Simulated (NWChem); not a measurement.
Molecule: C₄H₂N₂; SMILES C#C/C=N/C#N

```xyz
8

C      0.2192     2.9650     0.0000
C     -0.0413     1.7802     0.0000
C     -0.4243     0.4116     0.0000
N      0.4477    -0.5313     0.0000
C      0.0690    -1.8040     0.0000
N     -0.1568    -2.9465     0.0000
H      0.4688     4.0116     0.0000
H     -1.5094     0.2084     0.0000
```
Atoms are numbered in this order, from 1.

Results from NWChem. Pople sets run with spherical d functions. Geometry: optimised at PBE0/def2-SVP. Level: PBE/6-31G* with SMD (1 M gas to 1 M solution), gas-phase geometry.

```csv
solvent,dielectric constant,solvation free energy (kcal/mol),cavity-dispersion-structure term (kcal/mol),dipole in solution (D)
water,78.4,-3.2,6.1,7.09
toluene,2.37,-7.0,-2.1,6.14
"N,N-dimethylformamide",37.2,-8.7,0.4,7.06
"1,4-dioxane",2.21,-4.5,0.1,6.08
1-octanol,9.86,-5.5,2.7,6.86
acetone,20.5,-9.2,-0.4,7.00
```
